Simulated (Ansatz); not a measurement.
Basis sets compared for the cluster Ge₃O₇H₂. Charge 0, multiplicity 1. Geometry r2SCAN-D4/def2-SVP. Ansatz on 4 threads of Intel Xeon on a shared host; times are rough, and most runs start from earlier orbitals.

```xyz
12

Ge   -0.0834    1.2635   -1.4563
Ge    0.2418    1.2185    1.3521
Ge   -0.3119   -1.2549    0.1479
O    -0.8137   -2.9072    0.2671
O    -0.8887   -0.3376   -1.2401
O     0.3395    1.9261   -2.8840
O     1.4402    0.5177    0.0345
O     1.4931   -0.9497    0.0853
O    -0.4808    2.1810    0.0726
O    -0.6347   -0.2960    1.6254
H    -1.0839   -3.2693   -0.5907
H     0.7826    1.9080    2.5863
```

The 6-31G sets use Cartesian d functions. The structure holds one bond between oxygen atoms, so isomers without such links may lie far lower. The structure comes from a short search, and lower isomers may exist.

Binding counts from free atoms (Ge triplet, O triplet, H doublet) in the same basis, without a counterpoise term.

```tsv
level	functions	energy (Eh)	HOMO (eV)	LUMO (eV)	binding per atom (eV)	wall time
HF/STO-3G	91	-6673.4077	-6.48	7.27	2.12	2.1 s
HF/6-31G	154	-6750.1248	-12.22	0.93	1.58	4.9 s
PBE-D4/def2-SVP	204	-6756.2260	-6.21	-2.93	4.09	4.5 s
PBE0-D4/def2-SVP	204	-6756.3421	-7.82	-1.87	3.81	12 s
```

Problem. Estimate the rows for PBE-D4/def2-TZVP, PBE0-D4/def2-TZVP.

Solution. 
```tsv
level	functions	energy (Eh)	HOMO (eV)	LUMO (eV)	binding per atom (eV)	wall time
PBE-D4/def2-TZVP	373	-6757.6740	-6.39	-3.09	4.09	13 s
PBE0-D4/def2-TZVP	373	-6757.7920	-7.93	-1.98	3.84	36 s
```
